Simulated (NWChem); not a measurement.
System: toluene (C7H8); SMILES Cc1ccccc1

The following NWChem deck was run.

```
start job
memory heap 200 mb stack 900 mb global 1100 mb
geometry units angstroms noautosym nocenter noautoz
  C     -0.000826     2.414978    -0.009432
  C     -0.000612     0.912859     0.010852
  C     -1.201438     0.192022     0.008383
  C     -1.204252    -1.201727    -0.001504
  C     -0.000690    -1.905236    -0.007206
  C      1.202864    -1.201795    -0.001957
  C      1.200125     0.191995     0.007874
  H      0.892757     2.826150     0.482702
  H     -0.887991     2.826126     0.494233
  H     -0.007361     2.796678    -1.044500
  H     -2.151730     0.734207     0.016242
  H     -2.154508    -1.742038    -0.001149
  H     -0.000726    -2.997956    -0.011642
  H      2.153101    -1.742132    -0.001981
  H      2.150424     0.734144     0.015259
end
basis spherical
  C library def2-svp
  H library def2-svp
end
dft
  xc m06-2x
  iterations 150
end
cosmo
  do_cosmo_smd true
  solvent etoac
end
task dft energy
```

Output (shortened):

```
             Northwest Computational Chemistry Package (NWChem) 7.3.0
             --------------------------------------------------------

                             Geometry "geometry" -> ""
                             -------------------------

 Output coordinates in angstroms (scale by  1.889725989 to convert to a.u.)

  No.       Tag          Charge          X              Y              Z
 ---- ---------------- ---------- -------------- -------------- --------------
    1 C                    6.0000    -0.00082600     2.41497800    -0.00943200
    2 C                    6.0000    -0.00061200     0.91285900     0.01085200
    3 C                    6.0000    -1.20143800     0.19202200     0.00838300
    4 C                    6.0000    -1.20425200    -1.20172700    -0.00150400
    5 C                    6.0000    -0.00069000    -1.90523600    -0.00720600
    6 C                    6.0000     1.20286400    -1.20179500    -0.00195700
    7 C                    6.0000     1.20012500     0.19199500     0.00787400
    8 H                    1.0000     0.89275700     2.82615000     0.48270200
    9 H                    1.0000    -0.88799100     2.82612600     0.49423300
   10 H                    1.0000    -0.00736100     2.79667800    -1.04450000
   11 H                    1.0000    -2.15173000     0.73420700     0.01624200
   12 H                    1.0000    -2.15450800    -1.74203800    -0.00114900
   13 H                    1.0000    -0.00072600    -2.99795600    -0.01164200
   14 H                    1.0000     2.15310100    -1.74213200    -0.00198100
   15 H                    1.0000     2.15042400     0.73414400     0.01525900

 Effective nuclear repulsion energy (a.u.)     268.8313736612

                                 NWChem DFT Module
                                 -----------------

 Summary of "ao basis" -> "ao basis" (spherical)
 ------------------------------------------------------------------------------
       Tag                 Description            Shells   Functions and Types
 ---------------- ------------------------------  ------  ---------------------
 C                          def2-svp                 6       14   3s2p1d
 H                          def2-svp                 3        5   2s1p

 in cosmo_initialize ...
 calling solv_data for solv:etoac

 solvent parameters
 solvname_short: etoac
 solvname_long:  ethyl acetate
 dielec:        5.9867
 dielecinf:     1.8832
 nonaqueous SMD model solvent descriptors
 dielec:        5.9867
 sola:          0.0000
 solb:          0.4500
 solc:          0.0000
 solg:         33.6700
 solh:          0.0000
 soln:          1.3723

          ---------------
          -cosmo- solvent
          ---------------
 Cosmo: York-Karplus, doi: 10.1021/jp992097l
 dielectric constant -eps-     =   5.99
 screen = (eps-1)/(eps    )    =   0.83296
 surface charge correction     = lagrangian

   van der Waals surface
 --------------------------

 ---------- ATOMIC COORDINATES (A.U.) ------------ VDWR(ANG.) --
     1   -0.00156091    4.56364669   -0.01782390     1.850
     2   -0.00115651    1.72505338    0.02050731     1.850
     3   -2.27038861    0.36286896    0.01584157     1.850
     4   -2.27570630   -2.27093474   -0.00284215     1.850
     5   -0.00130391   -3.60037398   -0.01361737     1.850
     6    2.27308336   -2.27106324   -0.00369819     1.850
     7    2.26790740    0.36281794    0.01487970     1.850
     8    1.68706610    5.34064910    0.91217451     1.200
     9   -1.67805967    5.34060375    0.93396494     1.200
    10   -0.01391027    5.28495510   -1.97381880     1.200
    11   -4.06618010    1.38745005    0.03069293     1.200
    12   -4.07142976   -3.29197448   -0.00217130     1.200
    13   -0.00137194   -5.66531537   -0.02200019     1.200
    14    4.06877092   -3.29215212   -0.00374355     1.200
    15    4.06371212    1.38733100    0.02883533     1.200
 number of segments per atom =        128
 number of   points per atom =        128
 atom (   nspa,  nppa )
 ----------------------
    1 (     62,     0 )       0
    2 (     28,     0 )       0
    3 (     48,     0 )       0
    4 (     50,     0 )       0
    5 (     44,     0 )       0
    6 (     50,     0 )       0
    7 (     48,     0 )       0
    8 (     55,     0 )       0
    9 (     55,     0 )       0
   10 (     56,     0 )       0
   11 (     54,     0 )       0
   12 (     54,     0 )       0
   13 (     48,     0 )       0
   14 (     54,     0 )       0
   15 (     54,     0 )       0
 number of -cosmo- surface points =      760
 molecular surface =    137.335 angstrom**2
 molecular volume  =    114.747 angstrom**3
 -lineq- algorithm             =   0
 -bem- low  level              =   3
 -bem- from -octahedral-
 gaussian surface charge width =   4.50000
 degree of switching           =   1.00000
 switching function tolerance  =   0.00010
 atomic radii =
 --------------
    1  6.000  1.850
    2  6.000  1.850
    3  6.000  1.850
    4  6.000  1.850
    5  6.000  1.850
    6  6.000  1.850
    7  6.000  1.850
    8  1.000  1.200
    9  1.000  1.200
   10  1.000  1.200
   11  1.000  1.200
   12  1.000  1.200
   13  1.000  1.200
   14  1.000  1.200
   15  1.000  1.200
 ...... end of -cosmo- initialization ......

 nat:                    15
 ixmem:                 12074
 calling mnsol_interface()
 G(SMD-CDS) energy (kcal/mol)  =    -2.419
 SMD-CDS SASA (angstrom**2)    =   167.640

            General Information
            -------------------
          SCF calculation type: DFT
          Wavefunction type:  closed shell.
          No. of atoms     :    15
          No. of electrons :    50
           Alpha electrons :    25
            Beta electrons :    25
          Charge           :     0
          Spin multiplicity:     1
          Use of symmetry is: off; symmetry adaption is: off
          Maximum number of iterations: 150
          AO basis - number of functions:   138
                     number of shells:    66
          Convergence on energy requested:  1.00D-06
          Convergence on density requested:  1.00D-05
          Convergence on gradient requested:  5.00D-04

              XC Information
              --------------
                       M06-2X Method XC Functional
                     Hartree-Fock (Exact) Exchange  0.540
                        M06-2X Exchange Functional  1.000
                      M06-2X Correlation Potential  1.000

             Grid Information
             ----------------
          Grid used for XC integration:  medium
          Radial quadrature: Mura-Knowles
          Angular quadrature: Lebedev.
          Tag              B.-S. Rad. Rad. Pts. Rad. Cut. Ang. Pts.
          ---              ---------- --------- --------- ---------
          C                   0.70       49          13.0       434
          H                   0.35       45          13.0       434
          Grid pruning is: on
          Number of quadrature shells:   703
          Spatial weights used:  Erf1

      Superposition of Atomic Density Guess
      -------------------------------------

 Sum of atomic energies:        -267.36790578

      Non-variational initial energy
      ------------------------------

 Total energy =    -272.524038
 1-e energy   =    -889.753167
 2-e energy   =     348.397755
 HOMO         =      -0.289934
 LUMO         =      -0.012330

   convergence    iter        energy       DeltaE   RMS-Dens  Diis-err
 ---------------- ----- ----------------- --------- --------- ---------
     COSMO gas phase
 d= 0,ls=0.0,diis     1   -271.1856129445 -5.40D+02  5.52D-03  3.05D-01
 d= 0,ls=0.0,diis     2   -271.2339089407 -4.83D-02  1.21D-03  1.18D-02
 d= 0,ls=0.0,diis     3   -271.2343159536 -4.07D-04  6.41D-04  6.66D-03
 d= 0,ls=0.0,diis     4   -271.2350785065 -7.63D-04  2.43D-04  6.05D-04
 d= 0,ls=0.0,diis     5   -271.2351576458 -7.91D-05  6.83D-05  4.88D-05
  Resetting Diis
 d= 0,ls=0.0,diis     6   -271.2351643851 -6.74D-06  1.31D-05  3.99D-06
 d= 0,ls=0.0,diis     7   -271.2351648974 -5.12D-07  3.96D-06  1.65D-07

   convergence    iter        energy       DeltaE   RMS-Dens  Diis-err
 ---------------- ----- ----------------- --------- --------- ---------
     COSMO solvation phase
 d= 0,ls=0.0,diis     1   -271.2435132526 -8.35D-03  2.14D-03  2.20D-03
 d= 0,ls=0.0,diis     2   -271.2440265049 -5.13D-04  2.68D-04  6.32D-04
 d= 0,ls=0.0,diis     3   -271.2441076674 -8.12D-05  1.65D-04  4.72D-05
 d= 0,ls=0.0,diis     4   -271.2441160055 -8.34D-06  1.43D-05  1.75D-06
 d= 0,ls=0.0,diis     5   -271.2441161979 -1.92D-07  4.70D-06  5.30D-07

         Total DFT energy =     -271.244116197904
      One electron energy =     -896.852676799900
           Coulomb energy =      397.112345967878
    Exchange-Corr. energy =      -40.753189225714
 Nuclear repulsion energy =      268.831373661170

             COSMO energy =        0.418030198663

 Numeric. integr. density =       50.000000827965

                                COSMO-SMD solvation results
                                ---------------------------

             internal energy in gas <Psi(g)|H|Psi(g)> =      -271.235164897398
         internal energy in solvent <Psi(s)|H|Psi(s)> =      -271.234478365236
                               delta internal energy  =         0.000686532162 (    0.43 kcal/mol)
   total free energy in solvent <Psi(s)|H+V/2|Psi(s)> =      -271.240261372924
 polarization energy contribution <Psi(s)|V/2|Psi(s)> =        -0.005783007687 (   -3.63 kcal/mol)
    total free energy in solvent including G(SMD-CDS) =      -271.244116197904
                       G(SMD-CDS) energy contribution =        -0.003854824980 (   -2.42 kcal/mol)
     1 M fixed-concentration free energy of solvation =        -0.008951300505 (   -5.62 kcal/mol)

                       DFT Final Molecular Orbital Analysis
                       ------------------------------------

 Vector   23  Occ=2.000000D+00  E=-3.958705D-01
              MO Center= -5.1D-04, -1.9D-01,  2.6D-02, r^2= 4.5D+00
   Bfn.  Coefficient  Atom+Function         Bfn.  Coefficient  Atom+Function
  ----- ------------  ---------------      ----- ------------  ---------------
    18      0.284701   2 C  px               60     -0.240743   5 C  px
    32     -0.237772   3 C  px               88     -0.237725   7 C  px
    46      0.218295   4 C  px               74      0.218213   6 C  px
   119     -0.191139  12 H  s               129      0.191368  14 H  s
   114      0.184530  11 H  s               134     -0.184179  15 H  s

 Vector   24  Occ=2.000000D+00  E=-3.117184D-01
              MO Center= -7.3D-04, -5.0D-01,  2.7D-03, r^2= 3.0D+00
   Bfn.  Coefficient  Atom+Function         Bfn.  Coefficient  Atom+Function
  ----- ------------  ---------------      ----- ------------  ---------------
    34      0.293723   3 C  pz               48      0.294781   4 C  pz
    76     -0.294376   6 C  pz               90     -0.294094   7 C  pz
    37      0.217087   3 C  pz               93     -0.217397   7 C  pz
    51      0.215352   4 C  pz               79     -0.215040   6 C  pz

 Vector   25  Occ=2.000000D+00  E=-3.003400D-01
              MO Center= -1.1D-03, -2.3D-01, -2.2D-02, r^2= 3.6D+00
   Bfn.  Coefficient  Atom+Function         Bfn.  Coefficient  Atom+Function
  ----- ------------  ---------------      ----- ------------  ---------------
    20      0.328593   2 C  pz               62     -0.326813   5 C  pz
    65     -0.246263   5 C  pz               23      0.243872   2 C  pz
    34      0.189456   3 C  pz               90      0.188823   7 C  pz
    76     -0.149876   6 C  pz               48     -0.149107   4 C  pz
    37      0.142356   3 C  pz               93      0.141962   7 C  pz

 Vector   26  Occ=0.000000D+00  E= 2.288765D-02
              MO Center= -1.6D-03, -4.7D-01,  7.0D-03, r^2= 3.7D+00
   Bfn.  Coefficient  Atom+Function         Bfn.  Coefficient  Atom+Function
  ----- ------------  ---------------      ----- ------------  ---------------
    37      0.472521   3 C  pz               79      0.473232   6 C  pz
    51     -0.460109   4 C  pz               93     -0.459478   7 C  pz
    76      0.309105   6 C  pz               34      0.304730   3 C  pz
    48     -0.300530   4 C  pz               90     -0.296206   7 C  pz
     7      0.152862   1 C  px              105      0.139338   9 H  s

 Vector   27  Occ=0.000000D+00  E= 2.461529D-02
              MO Center= -6.8D-04, -3.5D-01, -1.4D-02, r^2= 4.0D+00
   Bfn.  Coefficient  Atom+Function         Bfn.  Coefficient  Atom+Function
  ----- ------------  ---------------      ----- ------------  ---------------
    23      0.533427   2 C  pz               65      0.528914   5 C  pz
    20      0.371334   2 C  pz               62      0.344500   5 C  pz
    51     -0.276668   4 C  pz               93     -0.272761   7 C  pz
    79     -0.253046   6 C  pz               37     -0.248965   3 C  pz
   110      0.248728  10 H  s                48     -0.181581   4 C  pz

 Vector   28  Occ=0.000000D+00  E= 1.071313D-01
              MO Center=  9.7D-04, -8.8D-02,  4.0D-02, r^2= 1.1D+01
   Bfn.  Coefficient  Atom+Function         Bfn.  Coefficient  Atom+Function
  ----- ------------  ---------------      ----- ------------  ---------------
     3      1.351343   1 C  s               115     -0.836483  11 H  s
   135     -0.836524  15 H  s                45      0.785385   4 C  s
    73      0.786311   6 C  s               125     -0.770479  13 H  s
   120     -0.695034  12 H  s               130     -0.695599  14 H  s
   100     -0.582225   8 H  s               105     -0.580138   9 H  s

     Multipole analysis of the density
     ---------------------------------

     L   x y z        total         alpha         beta         nuclear
     -   - - -        -----         -----         ----         -------
     0   0 0 0      0.000000    -25.000000    -25.000000     50.000000

     1   1 0 0     -0.000549      0.032803      0.032803     -0.066156
     1   0 1 0      0.208011      0.242187      0.242187     -0.276363
     1   0 0 1     -0.025090     -0.004253     -0.004253     -0.016584

     2   2 0 0    -27.895384   -111.799798   -111.799798    195.704212
     2   1 1 0     -0.002135      0.004981      0.004981     -0.012098
     2   1 0 1     -0.001724      0.018989      0.018989     -0.039703
     2   0 2 0    -27.327449   -226.992493   -226.992493    426.657536
     2   0 1 1     -0.081084      0.044924      0.044924     -0.170931
     2   0 0 2    -34.244424    -19.927760    -19.927760      5.611097
```

Level: M06-2X/def2-SVP, SMD on the gas-phase geometry. Geometry: optimised at PBE0/def2-SVP. Solvent: ethyl acetate.
